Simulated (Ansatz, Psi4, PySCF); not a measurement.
Cl$_{2}$Sn, triplet, at a GFN2-xTB geometry (such geometries of metal compounds can be far from the true shape) (the spin is typed, not shown lowest) (core potentials on Sn). Base run: REVPBE/def2-TZVP (PySCF).

Input for PySCF:
```python
from pyscf import gto, scf, dft

mol = gto.M(
    atom='''
Sn    0.00993257   -0.00944619    0.58952790
Cl    1.24741626    1.57493270   -0.86320274
Cl   -1.27662969   -1.54714980   -0.87070284
''',
    basis='def2-tzvp',
    ecp={'Sn': 'def2-tzvp'},
    spin=2,
    verbose=4,
)

mf = dft.UKS(mol)
mf.xc = 'revpbe'
mf.kernel()
```

The same geometry, method and basis name were run in Ansatz (an electronic-structure program) and Psi4 and PySCF, at each program's defaults and at the settings that a row names. The base is PySCF at its defaults. Differences at the defaults can come from grids, fitting, cores and function types together.

```csv
code and settings,ΔE vs base (mEh),basis functions,E (Eh),SCF cycles,dipole (D)
"PySCF, defaults (exact integrals, its default grid, spherical functions)",0.000,124,-1134.62348,15,2.22
"Psi4, defaults (density fitting with its default set, its default grid, spherical functions)",-0.054,124,-1134.62353,10,2.22
"Ansatz, defaults (factorised integrals, its default grid, spherical functions)",-0.004,124,-1134.62348,-,-
"PySCF, density fitting with def2-universal-jkfit",-0.032,124,-1134.62351,15,2.22
"PySCF, fine grid",-0.002,124,-1134.62348,15,2.22
"Psi4, exact integrals, spherical functions, fine grid",-0.005,124,-1134.62349,13,2.22
"Ansatz, high accuracy",-0.003,124,-1134.62348,-,-
```

Open shells are given as the SCF converged; they aren't shown to be the lowest states, and a large step between rows can be another state.
